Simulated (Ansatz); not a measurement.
Ansatz (an electronic-structure program) input (HF/cc-pVQZ):

Ansatz 0.2 input:
```yaml
crystal:
  periodic: [false, false, false]
  atoms:
    - {symbol: O, position_ang: [-0.00000000, -0.00000000, -2.05214360]}
    - {symbol: B, position_ang: [-0.00000000, -0.00000000, -0.81622604]}
    - {symbol: B, position_ang: [0.00000000, 0.00000000, 0.81622604]}
    - {symbol: O, position_ang: [0.00000000, 0.00000000, 2.05214360]}
basis:
  gaussian:
    orbitals: cc-pVQZ
hamiltonian:
  xc: hf
total_charge: 1
magnetization: {spin_polarized: true, initial_magnetization: 1}
```

Output:

```
Functional definition: HF
integrals: 0.08 GiB planned
894 factors; their error is unknown
mean field: 0.77 GiB planned
mean field evaluation 1: about -5394.0843 eV, gradient 5.5e1 eV
mean field evaluation 2: about -5387.1945 eV, gradient 7.2e1 eV
mean field evaluation 4: about -5406.3037 eV, gradient 2.3e0 eV
mean field evaluation 8: about -5406.4920 eV, gradient 2.0e-1 eV
mean field evaluation 16: about -5406.5130 eV, gradient 1.5e-2 eV
mean field evaluation 32: about -5409.6891 eV, gradient 1.2e1 eV
mean field evaluation 64: about -5406.5112 eV, gradient 2.1e1 eV
mean field evaluation 96: about -5410.1731 eV, gradient 1.3e-1 eV
mean field evaluation 128: about -5408.1006 eV, gradient 4.5e0 eV
mean field evaluation 160: about -5409.8110 eV, gradient 1.9e0 eV
mean field evaluation 192: about -5410.1987 eV, gradient 9.9e-2 eV
mean field evaluation 224: about -5405.9101 eV, gradient 8.4e-1 eV
mean field evaluation 256: about -5406.5130 eV, gradient 3.4e-3 eV
mean field evaluation 288: about -5408.2353 eV, gradient 1.4e1 eV
mean field -5410.33169522 eV, -198.8260225449 hartree, gradient 4.9e-6 eV, S^2 1.257152; 7 other end points of the search recorded, 0 dependent functions left out
reference -5410.33169522 eV, -198.8260225449 hartree; 13, 12 occupied and 207, 208 virtual orbitals, 894 factors
Total energy: -5410.33169522 eV, -198.8260225449 hartree
```

The determinant is spin-contaminated: <S^2> is 1.26 against 0.75 for a pure state.
